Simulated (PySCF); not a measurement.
**Fluorine: a sound run and one with changed settings**

Sound run: F⁺ [He] 2s2 2p4, F²⁺ [He] 2s2 2p3. Computed with PySCF 2.14 in aug-cc-pVDZ (4s3p2d, 23 functions), with the non-relativistic Hamiltonian (point nucleus). In the sound run the correlated levels freeze 1s2. The sound run starts from symmetry-adapted Hartree-Fock orbitals and uses a fine grid where one is needed.

Changed run: initial guess 1e, at most 50 SCF cycles, level shift 0.5 hartree.

```csv
species,method,sound run (hartree),changed run (hartree),converged
F⁺,UHF,-98.80167,-98.80167,yes
F⁺,r2SCAN,-99.04881,-99.04881,yes
F⁺,BP86,-99.07555,-99.07555,yes
F⁺,MP2,-98.90483,-98.89014,yes
F⁺,CCSD(T),-98.92111,-98.92111,yes
F²⁺,UHF,-97.57598,-97.57598,yes
F²⁺,r2SCAN,-97.75883,-97.75883,yes
F²⁺,BP86,-97.76751,-97.76751,yes
F²⁺,MP2,-97.64639,-97.63688,yes
F²⁺,CCSD(T),-97.66139,-97.66139,yes
```

Ionisation energy of F⁺:

| method | sound run (eV) | changed run (eV) |
| --- | --- | --- |
| UHF | 33.353 | 33.353 |
| r2SCAN | 35.102 | 35.102 |
| BP86 | 35.594 | 35.594 |
| MP2 | 34.244 | 34.103 |
| SCS-MP2 | 34.249 | 34.112 |
| CCSD | 34.259 | 34.259 |
| CCSD(T) | 34.279 | 34.279 |

A level shift leaves the converged SCF energy unchanged but raises the virtual orbital energies, which shrinks MP2 if it is not removed.

For comparison, NIST gives 34.971 eV between the lowest levels.
